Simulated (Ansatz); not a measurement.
`C[SiH](Cl)[SbH2]` + H₂ → `Cl[SiH2][SbH2]` + CH₄ at 500 K and 1 bar (hydrogenolysis of the Si–C bond).

Program: Ansatz. Geometries: PBE0-D4/def2-TZVP. ΔE: electronic, gas phase. CCSD(T)/CBS is the MP2 limit (def2-TZVPP, def2-QZVPP) plus CCSD(T) − MP2 in def2-TZVPP, frozen cores. This one scheme is used for every species. def2 core potentials past Kr. For Sb outer-core shells are correlated without core-valence functions, which leaves a few kJ/mol of doubt a bond.

| species | CCSD(T)/CBS energy (Eh) | H − E (kJ/mol) | S (J/(mol·K)) |
| --- | --- | --- | --- |
| `C[SiH](Cl)[SbH2]` | -1030.59494 | 210.0 | 444.9 |
| H₂ | -1.17544 | 41.0 | 145.5 |
| `Cl[SiH2][SbH2]` | -991.31414 | 123.2 | 390.1 |
| CH₄ | -40.46206 | 135.6 | 206.8 |

H − E and S are ideal-gas, rigid-rotor, harmonic terms from PBE0-D4/def2-TZVP, for one conformer and one mirror image of each species. For small species the MP2-based limit differs from directly extrapolated CCSD(T) by up to some mEh (0.8 for H₂); such offsets cancel only in part. 1 Eh = 2625.50 kJ/mol, R = 8.31446 J/(mol·K).

By hand: ΔE, ΔH, ΔS and ΔG.

ΔE = (-991.31414) + (-40.46206) − (-1030.59494) − (-1.17544) = -0.00582 Eh = -15.3 kJ/mol. Δ(H − E) = 123.2 + 135.6 − 210.0 − 41.0 = 7.8, so ΔH = -7.5 kJ/mol. ΔS = 390.1 + 206.8 − 444.9 − 145.5 = 6.5 J/(mol·K). ΔG = -7.5 − 500 × (6.5)/1000 = -10.8 kJ/mol.

By hand: the equilibrium constant, and the temperature at which ΔG would vanish if ΔH and ΔS stayed fixed.

log₁₀ K = −ΔG/(RT ln 10) = 1.1. ΔH and −TΔS have one sign here, so there is no such temperature.

TΔS isn't small against ΔH here. A doubt of 5 kJ/mol in ΔE shifts log₁₀ K by 0.5 here. Other conformers and mirror images would add mixing entropy, several J/(mol·K) or more a flexible species. These are equilibria of isolated gas molecules and say nothing of rates. Largest T1 diagnostic: 0.012 (customary marks: 0.02 for closed shells, 0.045 for open ones).

ΔS is within the doubt of such terms, so its sign, and with it that verdict, could turn.
